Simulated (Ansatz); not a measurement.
PBE exchange is replaced step by step with exact exchange (0 % is PBE, 25 % PBE0; no dispersion term), basis def2-TZVP, Ansatz. System: ZnMeI (CH3IZn). The state is a singlet with charge 0. Geometry: PBE0-D4/def2-TZVP.

Geometry of the singlet:

```tsv
atom	x (Å)	y (Å)	z (Å)
Zn1	0.4719	0.9619	0.0509
C2	-0.3795	-0.7732	-0.0412
H3	-1.0783	-0.8065	-0.8788
H4	-0.9281	-0.9733	0.8809
H5	0.3702	-1.5543	-0.1792
I6	1.5438	3.1454	0.1674
```

In the def2 sets I takes a core potential; there is no spin–orbit coupling.

```json
{"exact exchange (%)": "0", "HOMO (eV)": "-6.41", "LUMO (eV)": "-1.49", "gap (eV)": "4.92"}
{"exact exchange (%)": "10", "HOMO (eV)": "-6.85", "LUMO (eV)": "-1.17", "gap (eV)": "5.69"}
{"exact exchange (%)": "15", "HOMO (eV)": "-7.08", "LUMO (eV)": "-1.00", "gap (eV)": "6.07"}
{"exact exchange (%)": "25", "HOMO (eV)": "-7.52", "LUMO (eV)": "-0.69", "gap (eV)": "6.84"}
{"exact exchange (%)": "35", "HOMO (eV)": "-7.97", "LUMO (eV)": "-0.37", "gap (eV)": "7.60"}
{"exact exchange (%)": "50", "HOMO (eV)": "-8.65", "LUMO (eV)": "0.08", "gap (eV)": "8.74"}
```

Task: Estimate the row for 5 %.

Result: 
```
exact exchange (%)  HOMO (eV)  LUMO (eV)  gap (eV)
                 5      -6.63      -1.33      5.30
```
